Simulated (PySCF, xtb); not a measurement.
Sn(Cl)(SiH3) (ClH₃SiSn), SMILES [Sn]([SiH3])[Cl] (connectivity only; charge and spin as stated), neutral, multiplicity 1.

xtb with GFN2-xTB at its own geometry gives an orbital gap of 1.94 eV and a dipole moment of 4.64 D.

Geometry: PBE0-D3(BJ)/def2-SVP. The def2 effective core potentials stand for the cores of Sn; spin–orbit coupling is left out.

Problem. What does PBE/def2-TZVPD run with PySCF give? (An estimate is asked for; the answer gives what the named calculation found.)

Solution. gap 1.59 eV (levels -5.61 and -4.01 eV), dipole 2.68 D.
